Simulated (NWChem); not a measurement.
System: C$_{3}$H$_{4}$Cl$_{2}$Si; SMILES C([Si](C)(Cl)Cl)#C

The following NWChem deck was run.

```
start job
memory heap 200 mb stack 900 mb global 1100 mb
geometry units angstroms noautoz
  C      0.001320     2.933129     0.502803
  C      0.000738     1.753099     0.206968
  Si    -0.000300    -0.003731    -0.283149
  C     -0.001105    -0.217322    -2.122602
  Cl    -1.670736    -0.898571     0.531138
  Cl     1.669763    -0.900312     0.529951
  H      0.001821     3.975388     0.770665
  H      0.894363     0.252589    -2.556938
  H     -0.003228    -1.285844    -2.384143
  H     -0.894997     0.256007    -2.556483
end
basis spherical
  * library def2-svp
end
dft
  xc xpbe96 cpbe96
  iterations 150
  mulliken
end
task dft energy
```

Coordinates come from a PBE0/def2-SVP optimisation.

Question: Give the results of this calculation. (PBE/def2-SVP.) Quantities: energy (Ha); highest occupied level (eV); orbital gap (eV); dipole (D).

Answer: The energy (Ha) is -1325.52 and the highest occupied level (eV) is -7.17. The orbital gap (eV) comes out as 5.81 and the dipole (D) is 2.19.
